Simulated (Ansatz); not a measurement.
Relaxation of CH$_{5}$BrClGeN (10 atoms, charge 0, multiplicity 1), to a largest force component of 0.015 eV/Å in at most 40 steps.

Level of theory: Ansatz 0.2.0, RKS PBE-D4/def2-SVP.

```xyz
10
Properties=species:S:1:pos:R:3:forces:R:3
N -0.158 0.661 1.339 -1.74 1.45 0.74
C -0.662 0.451 -0.035 2.05 1.06 1.02
Ge 0.373 -0.968 -0.847 0.61 0.07 0.19
Cl 0.335 -2.742 0.383 -0.07 -0.12 0.02
Br 2.634 -0.308 -0.992 -0.35 -0.01 0.03
H 0.745 1.153 1.276 0.11 -0.11 -0.06
H -0.812 1.430 1.746 1.23 -1.42 -0.39
H -1.683 0.150 -0.027 -1.54 -0.52 0.04
H -0.560 1.391 -0.608 -0.18 -0.05 -0.77
H -0.128 -1.270 -2.232 -0.13 -0.36 -0.83
```

Where does it end, and by what steps?

It converged. After 9 steps the energy has fallen by 0.267 eV; H9 moved furthest, 0.25 Å.

```tsv
step	energy less start (eV)	largest force component (eV/Å)	accepted
0	0.0000	2.047	yes
1	-0.2162	0.608	yes
2	-0.2496	0.523	yes
3	-0.2593	0.254	yes
4	-0.2647	0.078	yes
5	-0.2660	0.047	yes
6	-0.2664	0.077	yes
7	-0.2671	0.044	yes
8	-0.2672	0.022	yes
9	-0.2672	0.007	yes
```

```xyz
10
Properties=species:S:1:pos:R:3
N -0.109 0.787 1.305
C -0.679 0.470 0.014
Ge 0.365 -0.965 -0.850
Cl 0.193 -2.828 0.257
Br 2.595 -0.270 -0.779
H 0.830 1.192 1.196
H -0.683 1.475 1.805
H -1.704 0.056 0.134
H -0.747 1.295 -0.745
H 0.023 -1.264 -2.334
```

Whether the end is a true minimum wasn't checked by a vibrational analysis.

The run took 38 s on 2 threads of Arm Neoverse V1, with other jobs on the host, peak memory 0.2 GiB.
